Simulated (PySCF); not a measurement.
B(Et)2(OH), SMILES CCB(O)CC at its GFN2-xTB optimised geometry (Å):

```
17

B      0.5043    -0.5168     0.0000
C     -0.2005    -1.9499    -0.0268
C     -1.6767    -1.9882     0.3679
H      0.3552    -2.6403     0.6112
H     -0.1041    -2.3511    -1.0400
H     -2.2685    -1.3585    -0.2917
H     -1.8100    -1.6327     1.3870
H     -2.0656    -3.0031     0.3090
C     -0.3497     0.8387     0.0000
C      0.4786     2.1266    -0.0139
H     -1.0040     0.8540     0.8747
H     -1.0188     0.8445    -0.8639
H      1.1051     2.1752    -0.9043
H      1.1181     2.1854     0.8666
H     -0.1665     3.0031    -0.0140
O      1.8424    -0.5168     0.0000
H      2.2685     0.3423    -0.0058
```

Calculation: PBE0/def2-SVP (PySCF).

Map of the electron localisation function on the plane z = 0.8 Å:

```
|000000000000000000000000000|
|000000000000000000000000000|
|000000000000000000000000000|
|000000000000220000000000000|
|000000000016861000000000000|
|000000000028972122000000000|
|000000000006864688400000000|
|000000000001447999810000000|
|000000000000138999810000000|
|000000001575235999300000000|
|000000005999732230000000000|
|000000006999942000121000000|
|000000001899765101552000000|
|000000000044464345531000000|
|000000000000131377751000000|
|000000012310243367873000000|
|000000037851376214763000000|
|000000148865455100331000000|
|000000146355589810000000000|
|000000268742599980000000000|
|000001799940599992000000000|
|000002899930199981000000000|
|000001799910048720000000000|
|000000167400000000000000000|
|000000000000000000000000000|
|000000000000000000000000000|
|000000000000000000000000000|
```
Scale: ten equal steps from 0.000 (start of '0') to 0.999 (end of '9'), in the order '0123456789'; x runs from -5.50 to 5.50, y from -5.50 (bottom) to 5.50 (top).
